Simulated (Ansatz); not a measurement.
```xyz
11

C     1.242    1.123    0.059
N     1.035   -0.302   -0.065
Al   -0.482   -1.215   -0.095
N    -2.032   -0.371    0.038
H     1.812    1.390    0.958
H     1.768    1.549   -0.805
H     0.281    1.639    0.129
H     1.906   -0.805   -0.140
H    -0.441   -2.788   -0.242
H    -2.921   -0.842    0.025
H    -2.169    0.621    0.137
```

The species carries charge 0 and has multiplicity 1.

List the ωB97M-V/def2-TZVPP orbital energies in eV (Ansatz 0.2.0). (An estimate is asked.)

Computed: Occupied: -1531.03, -393.62, -393.50, -281.85, -115.71, -75.35, -75.20, -75.20, -26.57, -25.51, -20.86, -15.96, -15.47, -14.61, -14.20, -13.61, -12.01, -10.91, -9.85, -8.81. Lowest empty: 1.96, 1.99, 2.45, 3.35, 3.80, 4.17, 4.94, 5.05.
